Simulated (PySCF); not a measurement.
Job file and geometry (Å, from GFN2-xTB) of an NMR shielding run on `C/N=C\C[Si@H](Cl)CC#N`, C$_{5}$H$_{9}$ClN$_{2}$Si, GIAO PBE0/pcSseg-1 NMR shielding, non-relativistic, gas phase (PySCF 2.14.0, density-fitted response routines); density fitting, a coarse starting grid and PySCF grid level 2 are the driver's defaults:

```
$ OMP_NUM_THREADS=1 python probes_run.py task.json out

{"job": {"kind": "nmr", "xc": "PBE0", "basis": "pcSseg-1"}, "charge": 0, "multiplicity": 1}
C     -1.930646     1.268837     0.458844
N     -1.860788    -0.071380     0.974062
C     -1.295136    -1.007445     0.361211
C     -0.570518    -0.979529    -0.954694
Si     1.319583    -1.114622    -0.715174
Cl     1.774450    -2.875563     0.168607
C      1.914097     0.269324     0.479287
C      1.690966     1.562997    -0.084258
N      1.491942     2.584311    -0.560271
H     -2.475501     1.302404    -0.488515
H     -0.942720     1.706283     0.295431
H     -2.467536     1.871353     1.190597
H     -1.319447    -1.974397     0.854734
H     -0.907602    -1.829846    -1.549157
H     -0.811734    -0.068732    -1.502116
H      2.027745    -1.006731    -1.989397
H      1.374467     0.206547     1.427653
H      2.979619     0.162507     0.690303
```

**Question.** What does the program print?

**Answer.** 
```
coarse grid: 16384 points
cycle   1  E = -1054.3260940893  dE =  1.083e+00  |g| = 5.912e-01  |ddm| = 3.903e+00
cycle   2  E = -1054.1464198490  dE =  1.797e-01  |g| = 1.082e+00  |ddm| = 1.584e+00
cycle   3  E = -1054.4091782193  dE = -2.628e-01  |g| = 1.895e-01  |ddm| = 1.011e+00
cycle   4  E = -1054.4167057263  dE = -7.528e-03  |g| = 5.546e-02  |ddm| = 1.705e-01
cycle   5  E = -1054.4172330034  dE = -5.273e-04  |g| = 2.753e-02  |ddm| = 5.448e-02
cycle   6  E = -1054.4173868400  dE = -1.538e-04  |g| = 6.054e-03  |ddm| = 2.416e-02
cycle   7  E = -1054.4173951311  dE = -8.291e-06  |g| = 1.185e-03  |ddm| = 5.944e-03
final grid: 150048 points
cycle   8  E = -1054.4667534315  dE = -5.122e-05  |g| = 8.008e-03  |ddm| = 3.151e-02
cycle   9  E = -1054.4667514181  dE =  2.013e-06  |g| = 8.375e-03  |ddm| = 1.456e-02
cycle  10  E = -1054.4667690230  dE = -1.760e-05  |g| = 7.963e-04  |ddm| = 7.657e-03
cycle  11  E = -1054.4667691088  dE = -8.578e-08  |g| = 4.617e-04  |ddm| = 8.594e-04
cycle  12  E = -1054.4667691510  dE = -4.220e-08  |g| = 1.311e-04  |ddm| = 3.712e-04
cycle  13  E = -1054.4667691542  dE = -3.293e-09  |g| = 5.018e-05  |ddm| = 1.343e-04
cycle  14  E = -1054.4667691547  dE = -4.588e-10  |g| = 1.949e-05  |ddm| = 4.355e-05
converged SCF energy = -1054.4667691547

GIAO shielding tensors (ppm)
atom      isotropic    diamagn.    paramagn.     s11        s22        s33       span
  0 C      147.312     251.996    -104.684    128.065    138.193    175.677     47.612
  1 N     -126.153     327.751    -453.905   -524.993   -135.304    281.837    806.830
  2 C       25.061     255.675    -230.614    -87.383     38.657    123.909    211.292
  3 C      162.388     258.995     -96.607    138.622    172.236    176.306     37.685
  4 Si     345.540     878.813    -533.273    306.501    355.418    374.702     68.201
  5 Cl     966.192    1148.519    -182.327    915.604    973.563   1009.408     93.803
  6 C      183.120     257.774     -74.653    165.979    179.402    203.980     38.001
  7 C       64.997     262.911    -197.915    -50.241    -45.246    290.477    340.718
  8 N      -31.749     339.858    -371.608   -206.385   -192.084    303.222    509.607
  9 H       28.572      31.518      -2.946     25.025     27.503     33.189      8.163
 10 H       28.036      35.308      -7.272     22.515     28.513     33.080     10.565
 11 H       27.257      30.121      -2.865     23.892     26.232     31.646      7.754
 12 H       23.913      31.632      -7.720     20.649     23.029     28.060      7.411
 13 H       29.821      31.090      -1.269     26.378     27.637     35.448      9.070
 14 H       29.145      35.041      -5.895     25.910     28.457     33.069      7.158
 15 H       26.256      28.164      -1.908     22.563     24.708     31.497      8.934
 16 H       29.786      32.844      -3.058     26.957     28.276     34.126      7.170
 17 H       29.876      26.789       3.086     24.012     29.048     36.568     12.556
```

**Question.** Turn these shieldings into chemical shifts. Scale: 13C (σref 186.93) and 29Si (σref 349.16) and 1H (σref 31.72) vs TMS; NH3 for 15N (σref 267.73); 35Cl (σref 949.78) against HCl (reference shieldings calculated alike).

**Answer.** Averaging equivalent atoms: C 2: 161.9; C 7: 121.9; C 0: 39.6; C 3: 24.5; C 6: 3.8; N 1: 393.9; N 8: 299.5; Si 4: 3.6; Cl 5: -16; H 12: 7.80; H 15: 5.46; H 9/10/11: 3.76; H 14: 2.57; H 16: 1.93; H 13: 1.90; H 17: 1.84 ppm. Experimental scales use liquid or dissolved standards, which lie at an offset from isolated NH3 (liquid NH3: subtract about 20 ppm). Unscaled 15N shifts of sp2 nitrogen come out 20 to 40 ppm too high even then.

Size and cost of the density-fitted run: 212 basis functions, 75 s wall time on 1 thread of an Arm Neoverse N1, shared host; peak memory 0.87 GiB.
